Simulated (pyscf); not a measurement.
Optimised with ωB97X-D3(BJ)/def2-SVP in PySCF.

Question: For H₃Si–O–InH–Cl -> Cl–In [singlet] + silanol (HO–SiH₃), a 1,1-elimination (singlet surface; In–O, H–In broken, H–O formed), PBE/def2-TZVP gives ΔE‡ = 1.34 eV and ΔE = -0.55 eV (zero: the reactant's lowest minimum found). In which direction and how far do r²SCAN/def2-TZVP, PBE0-D3(BJ)/def2-TZVP, ωB97M-D3(BJ)/def2-TZVP move these?

Answer: r²SCAN: ΔE‡ = 1.59 eV, ΔE = -0.29 eV; PBE0-D3(BJ): ΔE‡ = 1.69 eV, ΔE = -0.39 eV; ωB97M-D3(BJ): ΔE‡ = 1.87 eV, ΔE = -0.38 eV. PBE's barrier lies under all of them, by 0.25 to 0.53 eV. Its reaction energy lies under all of them, by 0.16 to 0.26 eV. On the product side the descent ends in a bound adduct (not fully relaxed), 0.44 eV under the separated species and 2.63 eV under the saddle at ωB97X-D3(BJ)/def2-TZVP. At ωB97X-D3(BJ)/def2-TZVP the barrier from the zero used here is 2.04 eV. This is the saddle that the search found; another between the same sides may lie lower. Elements past Kr carry the def2 core potentials, without spin-orbit coupling.
